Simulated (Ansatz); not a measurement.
Basis sets compared for cyclic bis(sulfonyl)imide, `O=S1(=O)[N-]S(=O)(=O)C(F)(F)C(F)(F)C1(F)F`. Total charge -1; singlet. Geometry r2SCAN-D4/def2-SVP. Ansatz on 6 threads of Intel Xeon 6975P-C on a shared host; times are rough, and most runs start from earlier orbitals.

```xyz
16

O    -2.863    1.149   -0.469
S    -1.560    0.600   -0.847
O    -1.420   -0.126   -2.113
N    -0.427    1.706   -0.511
S     1.136    1.324   -0.685
O     1.939    2.438   -0.180
O     1.519    0.663   -1.937
C     1.319   -0.024    0.614
F     2.550   -0.573    0.523
F     1.191    0.526    1.839
C     0.282   -1.156    0.478
F     0.536   -1.852   -0.643
F     0.444   -1.999    1.539
C    -1.190   -0.697    0.463
F    -1.963   -1.785    0.252
F    -1.491   -0.194    1.677
```

```
                         level  functions  energy (Eh)  HOMO (eV)  LUMO (eV)  wall time
                     HF/STO-3G         88   -1835.0408      -2.70      12.44     0.55 s
                      HF/6-31G        152   -1858.0983      -9.06       6.82     0.95 s
               PBE-D4/def2-SVP        232   -1862.9252      -2.30       3.11      1.8 s
PBE0-D4/def2-SVP (with forces)        232   -1862.9470      -4.08       3.94      3.8 s
```

Problem. Estimate the rows for PBE-D4/def2-SVPD, PBE0-D4/def2-SVPD.

Solution. 
```json
{"level": "PBE-D4/def2-SVPD", "functions": "364", "energy (Eh)": "-1863.0568", "HOMO (eV)": "-3.03", "LUMO (eV)": "2.12", "wall time": "4.2 s"}
{"level": "PBE0-D4/def2-SVPD", "functions": "364", "energy (Eh)": "-1863.0663", "HOMO (eV)": "-4.61", "LUMO (eV)": "3.03", "wall time": "11 s"}
```
